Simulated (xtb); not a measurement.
Ge(Cl)(Me)2(NH2) (C2H8ClGeN), SMILES [CH3][Ge]([CH3])([NH2])[Cl]. All values are semi-empirical tight-binding results from xtb (GFN2-xTB unless named), good for trends rather than for accurate numbers. Geometry: GFN2-xTB. Other conformers were not sampled.

Optimised geometry:

```xyz
13

C     -1.3786     1.1266    -1.1091
Ge    -0.0094    -0.0609    -0.2529
C      1.8105     0.1129    -1.0274
N     -0.4218    -1.8460    -0.2367
Cl     0.0470     0.4333     1.8063
H     -1.5213     0.8570    -2.1508
H     -2.3304     1.0396    -0.5930
H     -1.0569     2.1612    -1.0602
H      2.4941    -0.5487    -0.5042
H      1.8097    -0.1519    -2.0798
H      2.1709     1.1322    -0.9288
H     -0.4779    -2.3038    -1.1341
H     -1.2256    -2.1172     0.3112
```
Charge 0, spin multiplicity 1.

For metal compounds this method's bond lengths and energies can be far off.

The orbital gap is 6.51 eV, the zero-point energy comes out as 60.8 kcal/mol and the G − E(el) at 298.15 K (modified RRHO) comes out as 38.8 kcal/mol.

Q: Give the atomic charges and the Wiberg bond orders between heavy atoms. (Estimate from the structure and the level; the computed values follow.)

A: charges (e) C1 -0.16, Ge2 0.26, C3 -0.15, N4 -0.38, Cl5 -0.21, H6 0.05, H7 0.05, H8 0.05, H9 0.06, H10 0.05, H11 0.05, H12 0.16, H13 0.17. Bond orders C1–Ge2 0.82, Ge2–C3 0.85, Ge2–N4 1.06, Ge2–Cl5 1.08.
